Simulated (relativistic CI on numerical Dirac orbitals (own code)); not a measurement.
## Ions with 5 electrons, Rh40+ to Gd59+

These numbers are calculated, not measured: Dirac-Coulomb-Breit CI, KLI orbitals optimised for each configuration, model QED (radiative potential, 1s self-energy scaled to tabulated hydrogen-like ionisation energies), unscaled Slater integrals (own radial code, finite nucleus).

Configurations in the expansion (outside the closed core 1s2): 2s²2p, 2s2p², 2p³, 2p²3s, 2p²3p, 2p²3d, 2s²3s. Levels of other configurations are missing.

Energies above each ion's lowest level, in eV. Levels are followed by their leading LS label, which can pass from one level to another where the coupling changes.

| Ion | 2s²2p ²P°1/2 | 2s2p² ⁴P1/2 | 2s²2p ²P°3/2 | 2s2p² ⁴P3/2 | 2s2p² ⁴P5/2 |
| --- | --- | --- | --- | --- | --- |
| Rh40+ | 0 | 123.23 | 161.44 | 248.18 | 274.27 |
| Pd41+ | 0 | 127.51 | 177.68 | 267.17 | 294.04 |
| Ag42+ | 0 | 131.83 | 195.17 | 287.45 | 501.68 |
| Cd43+ | 0 | 136.18 | 213.97 | 309.09 | 542.02 |
| In44+ | 0 | 140.57 | 234.15 | 332.15 | 585.18 |
| Sn45+ | 0 | 144.99 | 255.78 | 356.72 | 631.31 |
| Sb46+ | 0 | 149.46 | 278.94 | 382.86 | 680.56 |
| Te47+ | 0 | 153.97 | 303.72 | 410.67 | 733.09 |
| I48+ | 0 | 158.54 | 330.18 | 440.23 | 789.06 |
| Xe49+ | 0 | 163.15 | 358.43 | 471.61 | 848.66 |
| Cs50+ | 0 | 167.82 | 388.54 | 504.93 | 912.05 |
| Ba51+ | 0 | 172.55 | 420.61 | 540.26 | 979.42 |
| La52+ | 0 | 177.35 | 454.74 | 577.71 | 1051 |
| Ce53+ | 0 | 182.21 | 491.02 | 617.39 | 1126.9 |
| Pr54+ | 0 | 187.14 | 529.57 | 659.38 | 1207.4 |
| Nd55+ | 0 | 192.15 | 570.48 | 703.81 | 1292.7 |
| Pm56+ | 0 | 197.22 | 613.86 | 750.79 | 1383.1 |
| Sm57+ | 0 | 202.35 | 659.85 | 800.4 | 1478.7 |
| Eu58+ | 0 | 207.58 | 708.55 | 852.83 | 1579.8 |
| Gd59+ | 0 | 212.9 | 760.1 | 908.17 | 1686.7 |

The lowest level keeps the configuration 2s²2p and J = 1/2 throughout.

Between Z = 61 and 64 the energy of 2s2p² ⁴P1/2 follows a local power law Z^1.6. For orientation: electrostatic splittings inside a shell grow about linearly with the screened charge, excitations that change n as its square, and fine structure as its fourth power; written in Z itself the exponents are larger, since the screened charge grows faster in proportion.
